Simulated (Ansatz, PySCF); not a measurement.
Molecule: GeSiH$_{3}$, charge 0, multiplicity 2. SMILES: [SiH]=[GeH2]
Geometry: optimised at B3LYP-D3(BJ)/def2-TZVP (Ansatz, a program for electronic structure).

Unscaled harmonic wavenumbers (cm⁻¹) in rising order, each level at the stationary point that it reaches from this structure (no distance between atoms moves by over 0.3 Å); the order of modes can differ between levels, and a negative number is imaginary. B3LYP-D3(BJ)/def2-TZVP (PySCF, at the structure above): 167, 346, 348, 393, 679, 880, 2026, 2056, 2086.

HF/3-21G (Ansatz): 313, 352, 411, 448, 694, 920, 2117, 2128, 2136. Zero-point energy 13.6 against 12.8 kcal/mol; where all levels lie over 400 cm⁻¹, the wavenumbers are on average 1.034 times those of B3LYP-D3(BJ)/def2-TZVP.

HF/6-31G* with LANL2DZ past Ar (Ansatz): 342, 356, 408, 448, 700, 936, 2154, 2169, 2252. Zero-point energy 14.0 against 12.8 kcal/mol; where all levels lie over 400 cm⁻¹, the wavenumbers are on average 1.058 times those of B3LYP-D3(BJ)/def2-TZVP.

B3LYP/6-31G* with LANL2DZ past Ar (Ansatz): 176, 340, 359, 396, 690, 885, 2020, 2042, 2057. Zero-point energy 12.8 against 12.8 kcal/mol; where all levels lie over 400 cm⁻¹, the wavenumbers are on average 1.000 times those of B3LYP-D3(BJ)/def2-TZVP.
